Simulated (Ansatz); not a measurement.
Ansatz (a first-principles code) input (CCSD(T)/def2-TZVPPD):
A basis named .json is the Basis Set Exchange file of that set.

Ansatz 0.2 input:
```yaml
crystal:
  periodic: [false, false, false]
  atoms:
    - {symbol: As, position_ang: [-0.02388811, -0.04908631, -0.02812370]}
    - {symbol: H, position_ang: [-0.00211194, 1.45250692, -0.32091890]}
    - {symbol: H, position_ang: [0.79041952, 0.16734137, 1.24900104]}
basis:
  gaussian:
    orbitals: def2-TZVPPD.json
total_charge: -1
magnetization: {spin_polarized: false}
correlation: {method: ccsd_t, electrons: outside_noble_gas}
```

End of the output:

```
integrals: 0.07 GiB planned
517 factors; integrals over basis functions are off by at most 6.7e-4 eV
mean field: 0.18 GiB planned
mean field evaluation 1: about -60826.1307 eV, gradient 1.3e1 eV
mean field evaluation 2: about -60826.1603 eV, gradient 1.3e1 eV
mean field evaluation 4: about -60826.7082 eV, gradient 1.6e0 eV
mean field evaluation 8: about -60826.7255 eV, gradient 1.0e-1 eV
mean field evaluation 16: about -60826.6048 eV, gradient 6.8e0 eV
mean field -60826.72561348 eV, -2235.3409364598 hartree, gradient 8.0e-7 eV, S^2 0.000000; 0 other end points of the search recorded, 0 dependent functions left out
14 core orbitals not correlated
reference -60826.72561348 eV, -2235.3409364598 hartree; 4, 4 occupied and 70, 70 virtual orbitals, 517 factors
second order -4.38024526 eV of doubles, -0.00000000 eV of singles
coupled cluster: 0.15 GiB planned
cycle   1  -4.83022208 eV  change   -4.5e-1 eV  update   5.6e-2
cycle   2  -4.99362052 eV  change   -1.6e-1 eV  update   1.8e-2
cycle   3  -5.00616175 eV  change   -1.3e-2 eV  update   5.6e-3
cycle   4  -5.00510747 eV  change    1.1e-3 eV  update   1.9e-3
cycle   5  -5.00435796 eV  change    7.5e-4 eV  update   5.4e-4
cycle   6  -5.00427300 eV  change    8.5e-5 eV  update   1.7e-4
cycle   7  -5.00431466 eV  change   -4.2e-5 eV  update   4.8e-5
cycle   8  -5.00431295 eV  change    1.7e-6 eV  update   1.5e-5
cycle   9  -5.00430896 eV  change    4.0e-6 eV  update   4.2e-6
perturbative correction -0.19584831 eV, -0.0071972928 hartree
Total energy: -60831.92577075 eV, -2235.5320387149 hartree
```

This state (charge -1, singlet) is run at the relaxed geometry of the species with charge 0 and multiplicity 2.
